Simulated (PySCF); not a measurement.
Molecule: In(Cl)2(OSiH3), H3Cl2InOSi, SMILES [SiH3][O][In]([Cl])[Cl]. Atoms near the plane z = 0.0 Å, at the PBE0/def2-SVP optimised geometry (x, y, z in Å): Cl3 (-2.9, -1.2, 1.1), Si5 (1.4, -0.2, 0.0), H7 (2.9, -0.2, 0.0), H8 (0.9, 1.2, 0.0).

Calculation: PBE0/def2-TZVP, def2 effective core potentials past Kr run with PySCF. The core electrons that the potentials of In replace are not part of the density. Cells within 0.4 Å of a nucleus heavier than hydrogen are left out (blank, or x). The values are rescaled to run from 0 to 1.

```
|1111111111111111111111111111111|
|1111111111111111111111111111111|
|1111111111111111111111111111111|
|1111111111111111111111111111111|
|1111111111111111111111111111111|
|1111111111111111111111111111111|
|1111111111111111111111111111111|
|1111111111111111111111111111111|
|1111111111111111111111111111111|
|1111111111111111111111111111111|
|1111111111111111111111111111111|
|1111111111111111235321111111111|
|1111111111111111269521111111111|
|1111111111111111258521121111111|
|1111111111111111134312332111111|
|1111111221111111001xx3674111111|
|111111122211111100xxx4795111111|
|1111112222111111001102452111111|
|1111112222211111111001222111111|
|1111112222211111111001111111111|
|1111112222111111111111111111111|
|1111112222111111111111111111111|
|1111112221111111111111111111111|
|1111111111111111111111111111111|
|1111111111111111111111111111111|
|1111111111111111111111111111111|
|1111111111111111111111111111111|
|1111111111111111111111111111111|
|1111111111111111111111111111111|
|1111111111111111111111111111111|
|1111111111111111111111111111111|
```
Scale: ten equal steps from 0.000 (start of '0') to 1.00 (end of '9'), in the order '0123456789'; x runs from -5.00 to 5.00, y from -5.00 (bottom) to 5.00 (top).

Q: Which quantity is mapped?
A) log10 of the electron density
B) deformation density (molecule minus spherical neutral atoms)
C) electron localisation function
D) an orbital amplitude

A: B, deformation density (molecule minus spherical neutral atoms). In full: deformation density (molecule minus spherical neutral atoms) (e/bohr³).
